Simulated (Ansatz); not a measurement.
Reaction (formal exchange of groups at a B–N bond): `C=NBF` + `Cl[SiH](Cl)Cl` → `FB[Si](Cl)(Cl)Cl` + `C=N`

Isolated molecules relaxed with PBE0-D4/def2-TZVP in Ansatz; ΔE leaves out vibrations. CCSD(T)/CBS is the MP2 limit (def2-TZVPP, def2-QZVPP) plus CCSD(T) − MP2 in def2-TZVPP, frozen cores. This one scheme is used for every species. DFT in def2-TZVPP. B3LYP here is the variant with VWN-RPA as its local correlation; programs differ in this. HSE06 is defined as in plane-wave codes. Each species was taken in one conformer, which may not be the lowest.

(1) Is it downhill or uphill in electronic energy at CCSD(T)/CBS, and by how much? (Estimate.)

(2) What do these levels give: BLYP-D4, B97M-V, HSE06-D4, ωB97M-V, BLYP, r2SCAN, PBE0, B3LYP, HF/def2-SVP, MP2/def2-SVP, CCSD/def2-SVP, MP2/def2-QZVPP? (Estimate.)

Largest T1 diagnostic among the species: 0.014.

Results:

(1) Ansatz gave: Uphill: ΔE = +1.17 eV.

(2) Computed: BLYP-D4 1.22, B97M-V 1.24, HSE06-D4 1.20, ωB97M-V 1.23, BLYP 1.29, r2SCAN 1.28, PBE0 1.23, B3LYP 1.31, HF/def2-SVP 1.38, MP2/def2-SVP 1.37, CCSD/def2-SVP 1.30, MP2/def2-QZVPP 1.24 eV.

Leaving LDA and LC-ωPBE aside and taking each functional with its dispersion term where it has one, the values, not all of them listed here, spread over 0.16 eV, from revPBE-D4 to CAM-B3LYP-D4. LDA lies +0.17 eV from PBE without D4. The D4 term adds −0.06 eV with B3LYP and −0.03 eV with PBE0; it sums over pairs of atoms, weighted by their polarisabilities, and B3LYP, whose exchange is more repulsive, gets the larger term.
